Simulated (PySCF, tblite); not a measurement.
Species: C4H14O2Si3.
Structure used (GFN2-xTB), in Å, numbered top down from 1:
```
atom  x, y, z in Å
Si1    2.563   -0.812   -1.774
C2     1.717   -0.313   -0.146
O3     0.442    0.179   -0.545
C4    -0.536    0.284    0.455
O5    -0.820   -0.959    1.009
Si6   -1.256   -2.335    0.270
C7    -1.749    0.981   -0.198
Si8   -1.284    2.613    0.667
C9    -0.195    1.321    1.551
H10    3.935   -1.227   -1.461
H11    2.576    0.348   -2.665
H12    1.829   -1.916   -2.391
H13    1.600   -1.160    0.537
H14    2.275    0.465    0.390
H15   -0.255   -2.811   -0.687
H16   -1.352   -3.181    1.451
H17   -2.529   -2.183   -0.439
H18   -2.674    0.528    0.151
H19   -1.714    0.911   -1.282
H20   -0.546    3.562   -0.163
H21   -2.322    3.252    1.473
H22    0.871    1.499    1.664
H23   -0.580    0.980    2.510
```

Method used: PBE0/pcSseg-1 in PySCF (dipole) on a GFN2-xTB geometry, gas phase.

Take the most abundant isotopes and a rigid rotor. The values belong to one conformer with, in the numbering `[SiH3:1][CH2:2][O:3][C:4]1([O:5][SiH3:6])[CH2:7][SiH2:8][CH2:9]1`, Si1–C2–O3–C4 163°, C2–O3–C4–O5 -61°, O3–C4–O5–Si6 -54°, O3–C4–C7–Si8 -103°, C4–C7–Si8–C9 -12°, C7–Si8–C9–C4 12°, O3–C4–C9–Si8 97°.

What are A, B and C (MHz)?

Ia = 440.48, Ib = 707.16, Ic = 1008.56 u·Å²; 505379 MHz·u·Å²/I gives A = 1147, B = 714.7, C = 501.1 MHz.

Classify the top.

An asymmetric top; Ray's κ = -0.339.

What does the inertial defect say?

Not planar: Δ = Ic − Ia − Ib = -139.08 u·Å². For a rigid frame Δ = −2 Σ m c², so Σ m c² = 69.54 u·Å² lies off the ab plane: 22.17 from hydrogen and 47.37 from heavier atoms. The atom farthest from that plane is 1.99 Å away.

Give the other two planar moments, Paa and Pbb, and the rms extents of the mass along the axes.

Paa = Σ m a² = (Ib + Ic − Ia)/2 = 637.62 and Pbb = Σ m b² = (Ia + Ic − Ib)/2 = 370.94 u·Å². With the mass M = 178.03 u, the rms extents √(P/M) along a, b and c are 1.89, 1.44, 0.62 Å.

Predict some low-J microwave lines.

The dipole components are |μa| = 0.28 D, |μb| = 0.22 D, |μc| = 0.40 D. Intensities carry the squares of the components, which stand as 0.47 : 0.31 : 1.00 (a : b : c). Some lines, for components of 0.1 D or more:

```json
{"type": "c", "branch": "Q", "J(Ka,Kc)": "1(1,1) ← 1(0,1)", "MHz": "433", "lower level (cm⁻¹)": "0.041"}
{"type": "a", "branch": "Q", "J(Ka,Kc)": "2(1,1) ← 2(1,2)", "MHz": "641", "lower level (cm⁻¹)": "0.129"}
{"type": "b", "branch": "Q", "J(Ka,Kc)": "1(1,0) ← 1(0,1)", "MHz": "646", "lower level (cm⁻¹)": "0.041"}
{"type": "b", "branch": "Q", "J(Ka,Kc)": "2(1,1) ← 2(0,2)", "MHz": "921", "lower level (cm⁻¹)": "0.120"}
{"type": "a", "branch": "R", "J(Ka,Kc)": "1(0,1) ← 0(0,0)", "MHz": "1216", "lower level (cm⁻¹)": "0.000"}
{"type": "c", "branch": "Q", "J(Ka,Kc)": "2(2,1) ← 2(1,1)", "MHz": "1298", "lower level (cm⁻¹)": "0.150"}
{"type": "b", "branch": "Q", "J(Ka,Kc)": "2(2,0) ← 2(1,1)", "MHz": "1360", "lower level (cm⁻¹)": "0.150"}
{"type": "b", "branch": "R", "J(Ka,Kc)": "1(1,1) ← 0(0,0)", "MHz": "1648", "lower level (cm⁻¹)": "0.000"}
{"type": "c", "branch": "R", "J(Ka,Kc)": "1(1,0) ← 0(0,0)", "MHz": "1862", "lower level (cm⁻¹)": "0.000"}
{"type": "b", "branch": "R", "J(Ka,Kc)": "2(0,2) ← 1(1,1)", "MHz": "1937", "lower level (cm⁻¹)": "0.055"}
{"type": "b", "branch": "Q", "J(Ka,Kc)": "2(2,1) ← 2(1,2)", "MHz": "1939", "lower level (cm⁻¹)": "0.129"}
{"type": "a", "branch": "R", "J(Ka,Kc)": "2(1,2) ← 1(1,1)", "MHz": "2218", "lower level (cm⁻¹)": "0.055"}
{"type": "a", "branch": "R", "J(Ka,Kc)": "2(0,2) ← 1(0,1)", "MHz": "2370", "lower level (cm⁻¹)": "0.041"}
{"type": "a", "branch": "R", "J(Ka,Kc)": "2(1,1) ← 1(1,0)", "MHz": "2645", "lower level (cm⁻¹)": "0.062"}
{"type": "b", "branch": "R", "J(Ka,Kc)": "2(1,2) ← 1(0,1)", "MHz": "2651", "lower level (cm⁻¹)": "0.041"}
{"type": "c", "branch": "R", "J(Ka,Kc)": "2(1,1) ← 1(0,1)", "MHz": "3291", "lower level (cm⁻¹)": "0.041"}
{"type": "b", "branch": "R", "J(Ka,Kc)": "2(2,1) ← 1(1,0)", "MHz": "3943", "lower level (cm⁻¹)": "0.062"}
{"type": "c", "branch": "R", "J(Ka,Kc)": "2(2,0) ← 1(1,0)", "MHz": "4005", "lower level (cm⁻¹)": "0.062"}
{"type": "c", "branch": "R", "J(Ka,Kc)": "2(2,1) ← 1(1,1)", "MHz": "4157", "lower level (cm⁻¹)": "0.055"}
{"type": "b", "branch": "R", "J(Ka,Kc)": "2(2,0) ← 1(1,1)", "MHz": "4218", "lower level (cm⁻¹)": "0.055"}
```

Estimate the classical rotational partition function at 50 K, 100 K and 200 K.

Point group C1, symmetry number σ = 1; q = (√π/σ)·√((kT/h)³/(ABC)), k/h = 20836.6 MHz/K: 93000 at 50 K, 263000 at 100 K, 744000 at 200 K.

Its GFN2-xTB frequencies are all real (lowest 33 cm⁻¹). No vibrational averaging or centrifugal distortion is included, and the geometry carries the error of its method. A rigid rotor knows nothing of internal rotation, which can split or shift real lines.
